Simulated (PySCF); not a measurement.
sulfuric acid cation (H2O4S), SMILES O=S(=O)(O)O (connectivity only; charge and spin as stated), charge +1, multiplicity 2. Geometry optimised at PBE-D3(BJ)/def2-SVP. The multiplicity is an assumed one; other spin states were not compared. The values are those of a single conformer.

The numbers are results of PBE-D3(BJ)/def2-SVP run with PySCF 2.14.0, not measurements.

Harmonic wavenumbers (cm⁻¹): 161, 302, 324, 373, 415, 428, 451, 815, 871, 913, 1066, 1078, 1122, 3506, 3517. Rotational constants (GHz): 5.262, 4.658, 4.388; symmetry number 2.

Q: Work out the zero-point energy and the ideal-gas rigid-rotor harmonic-oscillator thermochemistry at 298.15 K and 1 atm.

A: ZPE = ½ Σ hcν = ½ × 15343 cm⁻¹ = 21.93 kcal/mol. H − E(el) = 26.11 kcal/mol. Entropy in cal/(mol K): translation 39.66, rotation 24.13, vibration 9.55, spin 1.38, total 74.71. G − E(el) = 3.83 kcal/mol. Cp = 21.39 cal/(mol K).
